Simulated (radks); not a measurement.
The numbers below are computed, except where a source is named.
Task: Species: Eu55+. Configuration: [He] 2s2 2p4. Code: a radial shooting solver on a logarithmic mesh with Libxc functionals. Model: scalar-relativistic Kohn-Sham, SCAN, spin-polarised, spherical densities, finite nucleus; open shells are filled with parallel spins first (spin-orbit coupling, left out, can overturn this in heavy ions); meta-GGA in the generalised Kohn-Sham scheme; Fermi nuclear charge, rms radius 5.1115 fm. Some entries of the table are withheld. Estimate them.

orbital  occ.  eigenvalue (eV)  <r> (bohr)  <1/r> (bohr^-1)
1s up       1              (1)     0.02228            70.30
1s down     1              (2)     0.02227            70.34
2s up       1        -12363.84         (3)            16.82
2s down     1        -12308.56         (4)            16.77
2p up       3        -11576.71     0.08084            15.70
2p down     1        -11507.48     0.08106            15.67

Result: 
(1) 1s up eigenvalue (eV): -53327.33
(2) 1s down eigenvalue (eV): -53289.43
(3) 2s up <r> (bohr): 0.09229
(4) 2s down <r> (bohr): 0.09248
